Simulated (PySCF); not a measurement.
FH6NOSi2, SMILES O[Si@]([SiH3])(N)F.

The structure is a stationary point at PBE-D3(BJ)/def2-SVP. The structure was generated by enumeration; whether it is a known compound was not checked. Other conformers were not sampled.

All values below come from PBE/def2-TZVP (PySCF).

The molecule is in vacuum.

Q: Estimate the frontier levels, gap, dipole moment and polarisability. (Estimate from the structure and the level; the computed values follow.)

A: 
```
Property                                                                                                         Result
---------------------------------------------------------------------------------------------  ------------------------
highest occupied level                                                                                         -6.55 eV
lowest empty level                                                                                             -0.87 eV
orbital gap                                                                                                     5.68 eV
dipole moment                                                                                                    0.79 D
quadrupole, principal values (traceless, Buckingham form, about the centre of nuclear charge)  -10.71, -0.43, 11.14 D·Å
mean static polarisability                                                                        67.7 bohr³ (10.03 Å³)
polarisability, principal values                                                                 58.6, 66.2, 78.2 bohr³
```
